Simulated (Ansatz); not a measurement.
CH4FGeNS (`[F][Ge]1([SH])[CH2][NH]1`). Total charge 0; spin multiplicity 1.

```xyz
9

F    -0.8022    0.9232   -1.9725
Ge   -0.4804    0.2142   -0.4283
S    -2.3468   -0.1167    0.6528
C     1.2500   -0.4274    0.0271
N     0.9364    0.9863    0.4411
H    -2.8170   -1.0047   -0.2406
H     1.3200   -1.1870    0.8032
H     2.0280   -0.5043   -0.7274
H     0.9121    1.1164    1.4446
```

Question: List the harmonic frequencies (cm⁻¹, unscaled) at PBE0-D4/def2-TZVP in Ansatz. (Best estimate.)

Answer: Computed: 114, 133, 153, 198, 226, 418, 564, 594, 685, 716, 758, 767, 973, 998, 1088, 1246, 1456, 2704, 3104, 3190, 3577.

Question: Is this a minimum?

Answer: Yes, all 21 modes are real.

Question: Give the ideal-gas thermochemistry at 298.15 K and 1 bar (rigid rotor, harmonic oscillator; point group C1, symmetry number 1).

Answer: Zero-point energy 141.5 kJ/mol; H(298) − E = 162.7 kJ/mol; entropy 353.4 J/(mol·K), of which translation 171.7, rotation 114.5, vibration 67.2; G(298) − E = 57.3 kJ/mol.

Question: And at 400, 500, 600, 800 and 1000 K?

Answer: 
| T (K) | H − E (kJ/mol) | S (J/mol/K) | G − E (kJ/mol) |
| --- | --- | --- | --- |
| 400 | 174.4 | 387.2 | 19.5 |
| 500 | 187.5 | 416.2 | -20.7 |
| 600 | 201.6 | 442.0 | -63.6 |
| 800 | 232.3 | 486.0 | -156.5 |
| 1000 | 265.3 | 522.8 | -257.5 |

Question: Rotational constants (cm⁻¹)?

Answer: 0.1405, 0.07654, 0.05645.
